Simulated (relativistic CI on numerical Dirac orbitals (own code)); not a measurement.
## Ca¹¹⁺: q coefficients and field-shift factors

These numbers are calculated, not measured: Dirac-Coulomb-Breit CI, KLI orbitals optimised for each configuration, derivatives by finite differences, unscaled Slater integrals, QED left out (own radial code, finite nucleus).

CI space (outside the closed core 1s2): 2s2.2p5, 2s.2p6, 2s2.2p4.3s, 2p6.3s, 2s2.2p4.3p, 2p6.3p, 2s2.2p4.3d, 2p6.3d. Levels of other configurations are missing.

With x = (α/α₀)² − 1 an excitation energy changes as ω = ω₀ + qx; K = 2q/ω₀ is the relative enhancement. Terms are leading LS components, so labels can repeat. The field-shift factor is F = δν/δ⟨r²⟩ for the transition from the lowest level.

Lowest level 2s2.2p5 2P°_3/2.

```csv
Level,ω₀ (cm⁻¹),q (cm⁻¹),F (GHz/fm²)
2s2.2p5 2P°_1/2,29911,30220,0.00224
2s.2p6 2S_1/2,722674,40880,-25.1
2s2.2p4.3s 4P_5/2,3055318,-8817,9.54
2s2.2p4.3s 4P_3/2,3070198,72.72,9.52
2s2.2p4.3s 4P_1/2,3082169,16460,9.53
2s2.2p4.3s 2P_3/2,3091177,7353,9.48
2s2.2p4.3s 2P_1/2,3107990,15850,9.44
2s2.2p4.3s 2D_5/2,3153492,10190,9.56
2s2.2p4.3s 2D_3/2,3154332,11470,9.55
2s2.2p4.3p 4P°_5/2,3217201,-768.1,4.05
2s2.2p4.3p 4P°_3/2,3219312,-2143,4.05
2s2.2p4.3p 4P°_1/2,3229772,10040,4.05
2s2.2p4.3p 4D°_7/2,3232797,-270.4,4.06
2s2.2p4.3p 2D°_5/2,3238273,-1195,4.06
2s2.2p4.3s 2S_1/2,3238363,21070,8.7
2s2.2p4.3p 4D°_3/2,3250742,17500,4.06
2s2.2p4.3p 4D°_1/2,3253755,17380,4.04
2s2.2p4.3p 2P°_1/2,3255820,7735,4.07
2s2.2p4.3p 2D°_5/2,3259595,21130,4.07
2s2.2p4.3p 2P°_3/2,3265738,14530,4.05
2s2.2p4.3p 4S°_3/2,3271466,17630,4.07
2s2.2p4.3p 2D°_3/2,3276870,25450,4.07
2s2.2p4.3p 2S°_1/2,3277135,20880,4.05
```

At this charge energies of transitions that change n are usually good to better than 1 %, and those within a shell (Δn = 0) to a few per cent.

Task: Which transition from the lowest level has the largest |K|?

Result: 2s2.2p5 2P°_1/2 at 29911 cm⁻¹, K = 2.02.
